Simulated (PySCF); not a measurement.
Vertical excitations of a molecule C₄H₄F₂ from TDA-PBE/def2-SVPD (PySCF), as energy in eV (oscillator strength): 6.06 (0.000), 7.09 (0.129), 7.24 (0.002), 7.38 (0.005), 7.66 (0.017), 7.66 (0.000), 8.01 (0.022), 8.01 (0.003), 8.04 (0.065), 8.29 (0.008). Lowest triplet (TDA): 4.31 eV. Geometry: B3LYP-D3(BJ)/def2-SVP. The values are those of a single conformer.

Q: Which molecule gave these data?
A. F/C=C\C=C/F
B. CC(F)=C=CF
C. FC1=C(F)CC1
D. FC1(F)C=CC1

A: D, FC1(F)C=CC1
